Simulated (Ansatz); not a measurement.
Consider the redistribution: `C[CH]([SiH3])[AlH][AlH2]` + `O[SiH2]F` → `[OH][AlH][AlH2]` + `CC([SiH3])[SiH2]F`.

Computed with Ansatz on PBE0-D4/def2-TZVP structures; ΔE is electronic, products minus reactants. CCSD(T)/CBS adds triple-zeta CCSD(T) − MP2 to the extrapolated MP2 energy (def2 sets, frozen cores). DFT in def2-TZVPP. B3LYP here is the variant with VWN-RPA as its local correlation; programs differ in this. Each species was taken in one conformer, which may not be the lowest.

```
             level  ΔE (kJ/mol)  difference from CCSD(T)/CBS
            PBE-D4        -35.5                          0.5
         r2SCAN-D4        -34.9                          1.1
           PBE0-D4        -33.9                          2.1
          B3LYP-D4        -37.5                         -1.5
           ωB97X-V        -38.2                         -2.2
           ωB97M-V        -36.3                         -0.3
            B2PLYP        -37.4                         -1.4
               PBE        -35.6                          0.4
            r2SCAN        -35.1                          0.9
              PBE0        -34.2                          1.8
             B3LYP        -37.7                         -1.7
     HF/def2-TZVPP        -33.9                          2.1
    MP2/def2-TZVPP        -35.9                          0.1
SCS-MP2/def2-TZVPP        -36.3                         -0.3
   CCSD/def2-TZVPP        -35.5                          0.5
CCSD(T)/def2-TZVPP        -34.9                          1.1
     HF/def2-QZVPP        -34.0                          2.0
    MP2/def2-QZVPP        -36.5                         -0.5
SCS-MP2/def2-QZVPP        -36.9                         -0.9
      HF/CBS(def2)        -34.0                          2.0
     MP2/CBS(def2)        -37.0                         -1.0
    CCSD/CBS(def2)        -36.5                         -0.5
       CCSD(T)/CBS        -36.0                            0
```

Largest T1 diagnostic among the species: 0.013.
